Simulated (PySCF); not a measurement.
## Diatomic cations of Pb with group 12

PBE0 with double-zeta basis sets in PySCF, for the lowest determinant that a PBE0 search found; no spin–orbit coupling. De refers to high-spin ground-configuration atoms (the charge goes to the atom of lower measured ionisation energy or higher electron affinity, which is not always the lowest computed limit). A positive dipole points towards Pb; it is taken about the centre of mass and depends on that origin.

```json
{"M": "Zn", "basis": "def2-SVP", "charged atom": "Pb+", "state (unpaired electrons)": "doublet (π ↑)", "Re (Å)": "2.850", "ωe (cm⁻¹)": "129", "De (eV)": "n/a", "μ (D)": "-3.38"}
{"M": "Cd", "basis": "def2-SVP", "charged atom": "Pb+", "state (unpaired electrons)": "doublet (π ↑)", "Re (Å)": "3.015", "ωe (cm⁻¹)": "100", "De (eV)": "n/a", "μ (D)": "-1.62"}
{"M": "Hg", "basis": "def2-SVP", "charged atom": "Pb+", "state (unpaired electrons)": "doublet (π ↑)", "Re (Å)": "3.021", "ωe (cm⁻¹)": "83.1", "De (eV)": "n/a", "μ (D)": "2.08"}
```

The shortest bond is that of ZnPb⁺ (2.850 Å), the longest that of HgPb⁺ (3.021 Å).

Down a group the atoms grow and get heavier, so bonds lengthen and wavenumbers fall; this series shows no clear exception.

Spin–orbit coupling is left out, which matters for elements this heavy, above all for dissociation energies. States were picked by a PBE0 search and need not be the measured ground states.
